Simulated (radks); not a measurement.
Question: All-electron atom: Zn I in [Ar] 3d10 4s2 (the NIST ground configuration). All-electron calculation, Dirac Kohn-Sham, BLYP, spin-unpolarised, spherical densities, point nucleus. Program: a radial shooting solver on a logarithmic mesh with Libxc functionals. Some entries of the table are withheld. Estimate them.

orbital  occ.  eigenvalue (eV)  r(max) (bohr)  <r> (bohr)
1s1/2       2              (1)        0.03291     0.05030
2s1/2       2        -1158.097         0.1893      0.2260
2p1/2       2        -1020.119         0.1501      0.1959
2p3/2       4        -996.2241         0.1529      0.1993
3s1/2       2        -128.9160            (2)      0.6809
3p1/2       2         -85.2617            (3)      0.7059
3p3/2       4         -82.1867            (4)      0.7168
3d3/2       4         -10.2674         0.5632      0.9075
3d5/2       6          -9.9103         0.5662      0.9163
4s1/2       2          -5.9615          2.081       2.654

Answer: 
(1) 1s1/2 eigenvalue (eV): -9525.848
(2) 3s1/2 r(max) (bohr): 0.5879
(3) 3p1/2 r(max) (bohr): 0.5863
(4) 3p3/2 r(max) (bohr): 0.5945
